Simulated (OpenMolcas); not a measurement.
# GeClF (SMILES [F][Ge][Cl]): methods side by side

GeClF: 3 atoms, total charge 0, spin state singlet. As SMILES, `[F][Ge][Cl]`. The coordinates come from a PBE0-D4/def2-TZVP relaxation.

```xyz
3

F     0.1104    1.4187    0.2062
Ge   -0.7628    0.0356   -0.4103
Cl    0.6416   -1.5191    0.1910
```

Each level gives the HOMO–LUMO gap (eV). The values are calculated.

```
           level           kind     program  value (eV)  CPU time
  BLYP/def2-TZVP            GGA  OpenMolcas        3.64      58 s
   PBE/def2-TZVP            GGA  OpenMolcas        3.67      58 s
 M06-L/def2-TZVP       meta-GGA  OpenMolcas        4.00      66 s
  TPSS/def2-TZVP       meta-GGA  OpenMolcas        3.80      63 s
r2SCAN/def2-TZVP       meta-GGA  OpenMolcas        4.01      69 s
 BHLYP/def2-TZVP  global hybrid  OpenMolcas        7.47      57 s
  PBE0/def2-TZVP  global hybrid  OpenMolcas        5.59      51 s
B2PLYP/def2-TZVP  double hybrid  OpenMolcas        7.68      40 s
```

All-electron rows without a relativistic Hamiltonian named are non-relativistic. The values span 3.64 to 7.68 eV. Orbital gaps aren't excitation energies, and those of double hybrids come from the SCF part alone; they tend to grow with the share of exact exchange. CPU times are rough (shared hosts, several kinds of processor): they show what a rung costs within a factor of a few.
